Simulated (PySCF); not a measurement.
AlH2, charge +1. Atoms are numbered in the order given.

```xyz
3

Al     0.0000     0.0000     0.0000
H      0.0000     0.0000    -1.5497
H      0.0000     0.0000     1.5497
```
Charge +1, spin multiplicity 1.

Geometry optimised at B3LYP-D3(BJ)/def2-TZVPD. The spin state was assumed, not searched. The isomer is the one that the SMILES or the coordinates give; other isomers of the formula were not compared.

Level of theory: PBE/def2-TZVPD (PySCF).

- total energy: -243.15706 hartree
- point group: D∞h
- highest occupied level: -14.92 eV
- lowest empty level: -9.01 eV
- orbital gap: 5.91 eV
- dipole moment about the centre of nuclear charge: 0.00 D
- mean static polarisability: 21.1 bohr³ (3.12 Å³)
- polarisability, principal values: 18.3, 18.3, 26.5 bohr³
